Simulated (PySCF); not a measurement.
## ¹⁷O chemical shifts

Level of theory: GFN2-xTB structure, NMR shieldings at PBE0/pcSseg-1/GIAO, in PySCF (one conformer, relativity neglected, fast rotation and ring inversion assumed for equivalent nuclei, no solvent).

Shieldings were converted by a linear fit to measured shifts: ¹⁷O (scatter 10.7 ppm rms, 12.2 ppm with the 3 outliers that the fit left out vs liquid water, solution or neat liquid). Occasional misses reach two or three times the rms, and more in compound classes unlike the fitted ones.

Question: Give the ¹⁷O shifts of `CO[SiH2]OCCO`, `COC(=O)c1cccc(C)p1`.

Answer: 
```tsv
compound	environment	δ (ppm)
[CH3:1][O:2][SiH2:3][O:4][CH2:5][CH2:6][OH:7]	O4: oxygen bonded to C, Si	-14.0
[CH3:1][O:2][SiH2:3][O:4][CH2:5][CH2:6][OH:7]	O7: alcohol oxygen	-17.5
[CH3:1][O:2][SiH2:3][O:4][CH2:5][CH2:6][OH:7]	O2: oxygen bonded to C, Si	-33.2
[CH3:1][O:2][C:3](=[O:4])[c:5]1[cH:6][cH:7][cH:8][c:9]([CH3:10])[p:11]1	O4: ester carbonyl oxygen	331.9
[CH3:1][O:2][C:3](=[O:4])[c:5]1[cH:6][cH:7][cH:8][c:9]([CH3:10])[p:11]1	O2: ester alkoxy oxygen	127.2
```

Question: Match the shifts 533.1, 400.5, 285.8, -14.9 ppm to `COCc1ncsn1`, `O=C(Cl)[C@@H](F)CF`, `c1cpco1`, `C=CP=C=O`.

Answer: 533.1: O=C(Cl)[C@@H](F)CF (carbonyl oxygen); 400.5: C=CP=C=O (carbonyl oxygen); 285.8: c1cpco1 (aromatic ring oxygen); -14.9: COCc1ncsn1 (ether oxygen).
